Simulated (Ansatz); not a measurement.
## One elementary step

Start structure (BH4ClO2, closed shell), relaxed at PBE0-D4/def2-TZVP:

B1  (0.243, 0.764, 0.150)
Cl2  (1.459, 0.465, 1.402)
O3  (0.673, 0.999, -1.106)
O4  (-1.080, 0.761, 0.449)
H5  (0.375, -2.341, -0.188)
H6  (-0.350, -2.374, -0.365)
H7  (-0.056, 1.147, -1.716)
H8  (-1.263, 0.580, 1.373)
(Å)

The step: BH₂ClO₂ ([OH][B]([OH])[Cl]) + H₂ → BH₃O₂ ([OH][BH][OH]) + HCl; bonds formed: B1–H6, Cl2–H5; bonds broken: B1–Cl2, H5–H6. Ansatz 0.2.0; basis: def2-TZVPP and def2-QZVPP; cores frozen in the correlated methods. Extrapolation: Hartree–Fock as exp(−7.88 √X), correlation as X^−2.97. Energies below are by CCSD(T) at an estimated basis limit (MP2 extrapolated from triple and quadruple zeta, plus CCSD(T) − MP2 in triple zeta).

What are the electronic barrier and the energy of the step, from the start structure to the end structure? (Judge from chemistry; the value comes from the calculation.)

Computed: Barrier 200.3 kJ/mol; step energy 42.6 kJ/mol (uphill); reverse barrier, their difference, 157.7 kJ/mol. Barrier and step energy count from the start structure, the reverse barrier from the end structure.

The saddle point: One imaginary mode of 861i cm⁻¹.
| pair | start (Å) | saddle (Å) | end (Å) |
| --- | --- | --- | --- |
| B1–H6 | 3.23 | 1.36 | 1.19 |
| Cl2–H5 | 3.40 | 1.65 | 1.30 |
| B1–Cl2 | 1.77 | 2.24 | 4.12 |
| H5–H6 | 0.75 | 0.96 | 3.07 |

Zero-point energy (harmonic, PBE0-D4): ZPE is 122.6 kJ/mol at the start and 131.4 kJ/mol at the saddle, so the barrier goes from 200.3 to 209.0 kJ/mol.

No T1 diagnostic of these runs exceeds 0.013.

Labels in which every atom is bracketed show which atoms are joined, not bond orders.

For scale, one of the runs: CCSD(T)/def2-TZVPP, 191 basis functions, launched by `ansatz run in.yaml --threads 2 --pin off --events-out ev --progress --plain --max-ram 4352MiB`. Time: 53 s of wall clock on 2 CPU threads of an Arm Neoverse V2; the host was shared. Peak host memory: 2.2 GiB.
